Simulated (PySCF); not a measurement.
**Xenon: a sound run and one with changed settings**

Sound run: Xe⁺ [Kr] 4d10 5s2 5p5, Xe²⁺ [Kr] 4d10 5s2 5p4. All numbers are calculated (PySCF 2.14, a scalar-relativistic core potential, in def2-TZVP with the def2 core potential (28 electrons)). In the sound run the correlated levels freeze 4s2 4p6 4d10 outside the core potential. The sound run starts from symmetry-adapted Hartree-Fock orbitals and uses a fine grid where one is needed.

Changed run: a valence shell is frozen. This setting is unsound on purpose.

```
species   method  sound run (hartree)  changed run (hartree)  converged
    Xe⁺      MP2           -327.99284             -327.94886        yes
    Xe⁺  CCSD(T)           -328.01505             -327.95896        yes
   Xe²⁺      MP2           -327.22949             -327.18092        yes
   Xe²⁺  CCSD(T)           -327.24993             -327.18901        yes
```

Ionisation energy of Xe⁺:

```csv
method,sound run (eV),changed run (eV)
UHF,20.077,20.077
MP2,20.772,20.897
SCS-MP2,20.769,20.947
CCSD,20.793,20.918
CCSD(T),20.820,20.952
```

Freezing a valence shell removes pair correlation that changes on ionisation.

For comparison, NIST gives 20.975 eV between the lowest levels.
